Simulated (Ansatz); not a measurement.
LaCl, closed-shell singlet (lowest of 2S+1 = 1, 3, 5 at CCSD(T)/def2-TZVPP on PBE0 minima; our sources give no spin for the ground state, which may be another), most abundant isotopes (138.9064 and 34.9689 u). Constants from fifth-degree fits in 1/R to seven points on the lowest solution found; no spin–orbit coupling, no relativity up to Kr; ω_e x_e and α_e move by some per cent with the fit.

Correlated levels freeze the inner cores; with def2 sets outer-core shells near the valence are correlated too. CBS(a, b) extrapolates the correlation energy as X⁻³ and adds the Hartree–Fock energy of set b.

Codes used: Ansatz (Gaussian basis) for Hartree–Fock, density functionals and correlated methods.  In def2 rows elements past Kr take small-core potentials, without spin–orbit coupling.

```json
[
 {"level": "PBE/def2-TZVPP", "r_e (Å)": "2.5229", "ω_e (cm⁻¹)": "343.0", "ω_e x_e (cm⁻¹)": "0.950", "α_e (cm⁻¹)": "0.000358"},
 {"level": "CCSD(T)/CBS(def2-TZVPP, def2-QZVPP)", "r_e (Å)": "2.5261", "ω_e (cm⁻¹)": "344.7", "ω_e x_e (cm⁻¹)": "0.901", "α_e (cm⁻¹)": "0.000336"}
]
```

Derive the rotational constants, the centrifugal constant, the fundamental, the zero-point energy and the force constant.


μ = 27.93610 u.
- PBE/def2-TZVPP: B_e = 16.8576/(μ r_e²) = 0.094805 cm⁻¹; B₀ = B_e − α_e/2 = 0.094626 cm⁻¹; D = 4B_e³/ω_e² = 2.90e-08 cm⁻¹; fundamental ω_e − 2ω_e x_e = 341 cm⁻¹; zero-point energy ω_e/2 − ω_e x_e/4 = 171 cm⁻¹; k = μ(2πcω_e)² = 194 N/m; the line J = 1 ← 0 at 2B₀ = 5.674 GHz
- CCSD(T)/CBS(def2-TZVPP, def2-QZVPP): B_e = 16.8576/(μ r_e²) = 0.094563 cm⁻¹; B₀ = B_e − α_e/2 = 0.094395 cm⁻¹; D = 4B_e³/ω_e² = 2.85e-08 cm⁻¹; fundamental ω_e − 2ω_e x_e = 343 cm⁻¹; zero-point energy ω_e/2 − ω_e x_e/4 = 172 cm⁻¹; k = μ(2πcω_e)² = 196 N/m; the line J = 1 ← 0 at 2B₀ = 5.660 GHz

Doubts at one or more of the structures used: a restricted determinant that unrestricted orbitals would lower (CCSD(T)/CBS(def2-TZVPP, def2-QZVPP)).

Ansatz is an electronic-structure program.
